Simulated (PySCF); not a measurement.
Compound: TiI4 (singlet state).
Bonds: I1–Ti2, Ti2–I3, Ti2–I4, Ti2–I5.

Theory: PBE0-D3(BJ)/def2-SVP geometry optimisation, gas phase, def2 core potentials past Kr in PySCF.

Question: How far are the bound atoms from Ti2?

Answer: 4 atoms: I1 2.522 Å, I3 2.523 Å, I5 2.523 Å, I4 2.525 Å.

Question: List the angles at Ti2.

Answer: 
| angle | degrees | distance of the outer atoms (Å) |
| --- | --- | --- |
| I4–Ti2–I5 | 110.1 | 4.14 |
| I3–Ti2–I4 | 109.6 | 4.13 |
| I1–Ti2–I4 | 109.4 | 4.12 |
| I1–Ti2–I5 | 109.4 | 4.12 |
| I3–Ti2–I5 | 109.2 | 4.11 |
| I1–Ti2–I3 | 109.1 | 4.11 |

Question: What is the shape at Ti2?

Answer: Tetrahedral: angles from 109.1° to 110.1°; τ4 = (360° − α − β)/141° = 0.99 with α and β the two widest (0 for a square, 1 for a tetrahedron). Differences among atoms that Td makes equivalent are scatter left by the optimiser.

Question: What are the rotational constants (commonest isotopes, rigid rotor)?

Answer: A = 235.7, B = 234.2, C = 233.8 MHz: a spherical top.

Point group: Td (tolerance 0.08 Å). Charge 0, singlet. No frequency check.
